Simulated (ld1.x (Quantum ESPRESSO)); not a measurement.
# Pseudopotential generation for promethium: ultrasoft, PBE, scalar-relativistic.

```
Element                 : promethium (Pm)
Generator               : ld1.x (Quantum ESPRESSO) 7.5
Type                    : ultrasoft
Functional              : PBE
Relativity              : scalar-relativistic
Frozen core             : [Kr] 4d10
Valence charge          : 15
Reference configuration : 4f5 5s2 5p6 5d0 6s2 6p0
Partial waves           : 5s (bound): rcut 1.85, rcutus 2.35 bohr; 6s (bound): rcut 1.85, rcutus 2.35 bohr; 5p (bound): rcut 2.45, rcutus 2.75 bohr; 6p (bound, empty): rcut 2.45, rcutus 2.75 bohr; 5d (bound, empty): rcut 1.90, rcutus 2.05 bohr; 5d channel at 4.2 Ry: rcut 1.90, rcutus 2.05 bohr; 4f (bound): rcut 1.05, rcutus 1.40 bohr; 4f channel at 3.35 Ry: rcut 1.05, rcutus 1.40 bohr
Local potential         : all-electron potential smoothed inside 1.10 bohr (lloc = -1)
Core correction         : a·sin(br)/r model core, default radius (core density twice the valence density)
Augmentation charge     : PSQ, radius 0.90 bohr
```

Poles of the logarithmic derivatives, all-electron (AE) and pseudo (PS). s: poles at -3.0, 2.7 (AE) and -3.0, 2.9 (PS) Ry. p: poles at -1.5, 4.0 (AE) and -1.5 (PS) Ry. d: poles at 0.7 (AE) and 0.7 (PS) Ry. f: poles at -0.1, 3.4 (AE) and -0.1, 3.4 (PS) Ry. Test radius 2.99 bohr.

- Configuration tests: test run stopped at test 3 of 7 (negative rho)
- Lowest eigenvalue of the overlap operator: -0.61 (p channel); it is negative, so in a basis up to 400 Ry S is not positive definite and the file is unfit for use
- Density cutoff estimated by the generator: 661 Ry

The ghost test of this file was not conclusive. Its overlap operator is not positive definite in a basis up to 400 Ry (lowest eigenvalue s -0.03, p -0.61), so the file is unfit for use: the generalised eigenproblem breaks down once the basis is large enough, and its test numbers describe a broken file.
